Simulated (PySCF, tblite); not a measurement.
Bond stretch in H2 (cation, charge +1), doublet.

Computed with: GFN2-xTB, 300 K electronic temperature (tblite); UCCSD(T) = CCSD(T) on UHF/cc-pVQZ (PySCF).

Energies relative to the lowest point of each curve near equilibrium, in eV; the last columns give the difference from UCCSD(T):

```json
[
 {"R / Å": "0.81", "GFN2-xTB": "0.308", "UCCSD(T)": "0.472", "GFN2-xTB − UCCSD(T)": "-0.164"},
 {"R / Å": "0.87", "GFN2-xTB": "0.144", "UCCSD(T)": "0.241", "GFN2-xTB − UCCSD(T)": "-0.098"},
 {"R / Å": "0.94", "GFN2-xTB": "0.038", "UCCSD(T)": "0.083", "GFN2-xTB − UCCSD(T)": "-0.045"},
 {"R / Å": "0.99", "GFN2-xTB": "0.005", "UCCSD(T)": "0.025", "GFN2-xTB − UCCSD(T)": "-0.019"},
 {"R / Å": "1.04", "GFN2-xTB": "0.000", "UCCSD(T)": "0.001", "GFN2-xTB − UCCSD(T)": "-0.001"},
 {"R / Å": "1.05", "GFN2-xTB": "0.002", "UCCSD(T)": "0.000", "GFN2-xTB − UCCSD(T)": "0.002"},
 {"R / Å": "1.10", "GFN2-xTB": "0.022", "UCCSD(T)": "0.008", "GFN2-xTB − UCCSD(T)": "0.013"},
 {"R / Å": "1.12", "GFN2-xTB": "0.034", "UCCSD(T)": "0.018", "GFN2-xTB − UCCSD(T)": "0.016"},
 {"R / Å": "1.18", "GFN2-xTB": "0.085", "UCCSD(T)": "0.062", "GFN2-xTB − UCCSD(T)": "0.023"},
 {"R / Å": "1.22", "GFN2-xTB": "0.129", "UCCSD(T)": "0.104", "GFN2-xTB − UCCSD(T)": "0.025"},
 {"R / Å": "1.27", "GFN2-xTB": "0.191", "UCCSD(T)": "0.165", "GFN2-xTB − UCCSD(T)": "0.026"},
 {"R / Å": "1.37", "GFN2-xTB": "0.333", "UCCSD(T)": "0.312", "GFN2-xTB − UCCSD(T)": "0.021"},
 {"R / Å": "1.46", "GFN2-xTB": "0.473", "UCCSD(T)": "0.461", "GFN2-xTB − UCCSD(T)": "0.012"},
 {"R / Å": "1.63", "GFN2-xTB": "0.742", "UCCSD(T)": "0.759", "GFN2-xTB − UCCSD(T)": "-0.017"},
 {"R / Å": "1.81", "GFN2-xTB": "1.008", "UCCSD(T)": "1.071", "GFN2-xTB − UCCSD(T)": "-0.063"},
 {"R / Å": "1.96", "GFN2-xTB": "1.202", "UCCSD(T)": "1.315", "GFN2-xTB − UCCSD(T)": "-0.113"},
 {"R / Å": "2.20", "GFN2-xTB": "1.450", "UCCSD(T)": "1.662", "GFN2-xTB − UCCSD(T)": "-0.213"},
 {"R / Å": "2.40", "GFN2-xTB": "1.596", "UCCSD(T)": "1.906", "GFN2-xTB − UCCSD(T)": "-0.310"},
 {"R / Å": "2.72", "GFN2-xTB": "1.736", "UCCSD(T)": "2.212", "GFN2-xTB − UCCSD(T)": "-0.477"},
 {"R / Å": "2.94", "GFN2-xTB": "1.778", "UCCSD(T)": "2.368", "GFN2-xTB − UCCSD(T)": "-0.589"},
 {"R / Å": "3.27", "GFN2-xTB": "1.788", "UCCSD(T)": "2.532", "GFN2-xTB − UCCSD(T)": "-0.743"},
 {"R / Å": "3.80", "GFN2-xTB": "1.723", "UCCSD(T)": "2.676", "GFN2-xTB − UCCSD(T)": "-0.953"},
 {"R / Å": "4.41", "GFN2-xTB": "—", "UCCSD(T)": "2.746", "GFN2-xTB − UCCSD(T)": "—"}
]
```

GFN2-xTB is furthest from UCCSD(T) at 3.80 (-0.953 eV, below); its mean absolute difference over the points is 0.179 eV.

Dashes: no converged value, or the column stops at the first point that the program doubted or that broke a chosen test of continuity, which isn't proof of a fault.
